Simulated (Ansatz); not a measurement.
Cost and result for the atomization energy of CH₃F₂NOSi, SMILES `F[Si]1(F)NCO1` (9 atoms, 9 bonds).

```xyz
9

F    -0.308   -1.084    2.188
Si   -0.362   -0.002    1.047
F    -1.305    1.116    1.638
N    -0.583   -0.516   -0.548
C     0.713    0.100   -0.853
O     1.094    0.502    0.480
H    -1.340   -0.476   -1.206
H     0.644    0.974   -1.508
H     1.447   -0.613   -1.237
```

Total charge 0; spin multiplicity 1. All single points use the PBE0-D4/def2-TZVP geometry. Program: Ansatz. All runs use 4 threads of an Arm Neoverse V1 on a shared host. Times are those of one run each, without the atoms' runs, and a repeat can differ threefold. Electronic energies, without spin–orbit coupling; frozen cores. CCSD(T)/CBS adds CCSD(T) − MP2 in def2-TZVPP to the MP2 limit, and its time is that of the two runs behind it. T1 = 0.012. B3LYP takes the VWN-RPA correlation (the form of Gaussian; ORCA's B3LYP/G).

CCSD(T)/CBS is a level of theory with its own doubt, some kJ/mol a heavy atom from the limit and from the frozen cores, so smaller differences don't rank the functionals.

```tsv
level	functions	wall time	atomization (kJ/mol)	difference from CCSD(T)/CBS	per bond
PBE-D4/def2-TZVPP (with forces)	239	2.5 s	3933.0	77.9	8.7
PBE0-D4/def2-TZVPP	239	3.1 s	3824.6	-30.5	-3.4
B3LYP-D4/def2-TZVPP (with forces)	239	4.5 s	3816.2	-38.9	-4.3
r2SCAN-D4/def2-TZVPP (with forces)	239	5 s	3843.0	-12.1	-1.3
B2PLYP/def2-TZVPP	239	6.5 s	3799.5	-55.6	-6.2
ωB97X-V/def2-TZVPP	239	8 s	3858.0	2.9	0.3
ωB97M-V/def2-TZVPP (with forces)	239	12 s	3858.5	3.4	0.4
MP2/def2-QZVPP	445	30 s	3948.4	93.3	10.4
CCSD(T)/def2-TZVPP	239	3.5 min	3726.9	-128.2	-14.2
CCSD(T)/CBS(def2)	–	4 min	3855.1	0.0	0.0
```

The D4 term adds +30.0 kJ/mol with B3LYP and +15.4 kJ/mol with PBE0; it sums over pairs of atoms, weighted by their polarisabilities, and B3LYP, whose exchange is more repulsive, gets the larger term. From PBE to PBE0 (25 % exact exchange), in def2-TZVPP and without D4, the atomization energy moves by −105.3 kJ/mol: exact exchange takes away binding that semilocal exchange gives to molecules. In def2-TZVPP, CCSD(T) changes the Hartree–Fock value by +1046.2 kJ/mol (the triples alone add +69.5 kJ/mol) and MP2 by +1189.4 kJ/mol; breaking electron pairs costs correlation energy, which Hartree–Fock lacks.
